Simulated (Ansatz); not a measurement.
BClH$_{6}$N$_{2}$Si, relaxed with RKS PBE0-D4/def2-TZVP in the Gaussian-basis code of Ansatz from a PBE-D4/def2-SVP geometry. The force threshold is 0.005 eV/Å; the program also tests the step.

The species carries charge 0 and has multiplicity 1. The bonds changed during the relaxation, so this is another structure than the one it started from.

Start:

```xyz
11

B     0.085    1.830    0.021
Si   -0.241   -0.112    0.064
N     0.069   -1.147    1.388
N    -0.627   -1.075   -1.293
Cl    1.929    1.382   -0.454
H     0.018    2.359    1.119
H    -0.495    2.385   -0.900
H     0.213   -2.158    1.341
H     0.363   -0.750    2.282
H    -0.505   -2.086   -1.374
H    -0.810   -0.629   -2.194
```

```tsv
step	energy (eV)	largest force (eV/Å)	largest move (Å)
1	-24147.1480	0.726	0.000
2	-24147.2035	0.244	0.029
3	-24147.2142	0.103	0.042
4	-24147.2159	0.099	0.017
5	-24147.2200	0.124	0.064
6	-24147.2227	0.115	0.053
7	-24147.2239	0.102	0.094
8 (rejected)	-24147.2210	0.135	0.046
9	-24147.2241	0.110	0.023
10	-24147.2257	0.055	0.026
11	-24147.2261	0.017	0.007
12	-24147.2261	0.010	0.001
13	-24147.2261	0.002	0.002
```

End:

```xyz
11

B    -0.036    1.826    0.053
Si   -0.184   -0.105    0.045
N     0.068   -1.116    1.370
N    -0.620   -1.053   -1.279
Cl    1.817    1.136   -0.445
H     0.047    2.374    1.113
H    -0.473    2.423   -0.887
H     0.258   -2.102    1.307
H     0.353   -0.726    2.253
H    -0.434   -2.038   -1.361
H    -0.795   -0.619   -2.171
```

It took 45 s on 4 threads of an Intel Xeon Platinum 8259CL on a shared host, with 0.59 GiB of host memory at the peak.
